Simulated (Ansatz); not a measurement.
`CS[SiH2][SeH]` + `ClB[SiH]1C[SiH2]1` → `CS[SiH2]BCl` + `[SeH][SiH]1C[SiH2]1`  (redistribution)

Calculated with Ansatz (gas phase, PBE0-D4/def2-TZVP geometries, no zero-point term in ΔE). CCSD(T)/CBS is the MP2 limit (def2-TZVPP, def2-QZVPP) plus CCSD(T) − MP2 in def2-TZVPP, frozen cores. Functionals use def2-TZVPP. For Se outer-core shells are correlated without core-valence functions, which leaves a few kJ/mol of doubt a bond. Scalar relativity is left out up to krypton. One conformer a species, not always the lowest.

Q: Is it downhill or uphill in electronic energy at CCSD(T)/CBS, and by how much? (Best estimate.)

A: Computed: Uphill: ΔE = +25.5 kJ/mol.

Q: What do these levels give: PBE0-D4, ωB97X-V, B2PLYP, r2SCAN, HF/def2-TZVPP, MP2/def2-QZVPP? (An estimate is asked.)

A: Ansatz gave: PBE0-D4 28.6, ωB97X-V 20.5, B2PLYP 25.9, r2SCAN 32.4, HF/def2-TZVPP 10.5, MP2/def2-QZVPP 28.2 kJ/mol.

Largest T1 diagnostic among the species: 0.015.

In def2-TZVPP, CCSD(T) changes the Hartree–Fock value by +14.3 kJ/mol (the triples alone add +3.5 kJ/mol) and MP2 by +17.4 kJ/mol. From PBE to PBE0 (25 % exact exchange), in def2-TZVPP and without D4, ΔE moves by −4.4 kJ/mol.
